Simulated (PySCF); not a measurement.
r2SCANh single point of doublet OsH3 at its PBE0 minimum.

An equivalent PySCF input for this run (the driver started from the density of an earlier step):

```python
from pyscf import gto, scf, dft
mol = gto.M(atom='''
Os     0.000000     0.000000    -0.010249
H      1.438585     0.000000     0.650709
H     -0.719293     1.245851     0.650709
H     -0.719292    -1.245852     0.650709''',
    basis={'Os': 'def2-TZVP', 'H': 'def2-TZVP'},
    ecp={'Os': 'def2-TZVP'},
    charge=0, spin=1)
mf = dft.UKS(mol, xc='HYB_MGGA_XC_R2SCANH')
mf.grids.atom_grid = (90, 434)
aux = {'Os': 'def2-universal-JKFIT', 'H': 'def2-universal-JKFIT'}
mf = mf.density_fit(auxbasis=aux)
mf.conv_tol = 1e-08
mf.diis_space = 10
mf.max_cycle = 60
mf.verbose = 4
mf.kernel()
```

SCF log (excerpt):

```
init E= -92.4089043807941
cycle= 1 E= -92.409231211455  delta_E= -0.000327  |g|= 0.00802  |ddm|= 0.0566
cycle= 2 E= -92.4091396268425  delta_E= 9.16e-05  |g|= 0.0167  |ddm|= 0.0185
cycle= 3 E= -92.4092692514852  delta_E= -0.00013  |g|= 0.000952  |ddm|= 0.0127
cycle= 4 E= -92.4092724952558  delta_E= -3.24e-06  |g|= 0.000494  |ddm|= 0.00356
cycle= 5 E= -92.4092737377258  delta_E= -1.24e-06  |g|= 0.000323  |ddm|= 0.0027
cycle= 6 E= -92.4092740670037  delta_E= -3.29e-07  |g|= 0.000111  |ddm|= 0.00172
cycle= 7 E= -92.4092740950978  delta_E= -2.81e-08  |g|= 2.73e-05  |ddm|= 0.000523
cycle= 8 E= -92.4092740964286  delta_E= -1.33e-09  |g|= 1.97e-05  |ddm|= 7.63e-05
Extra cycle  E= -92.4092740966687  delta_E= -2.4e-10  |g|= 2.52e-05  |ddm|= 4.33e-05
converged SCF energy = -92.4092740966687  <S^2> = 0.7570537  2S+1 = 2.0070413
```

Other spin states or occupations of the open shell can lie lower. Spin–orbit coupling, left out here, can matter for elements this heavy.

This run, together with those of the ionised and electron-attached species (not shown), took 6.4 s on 2 threads of a shared Intel Xeon 6975P-C (Granite Rapids) host, with 58 basis functions; the process peaked at 0.66 GiB.
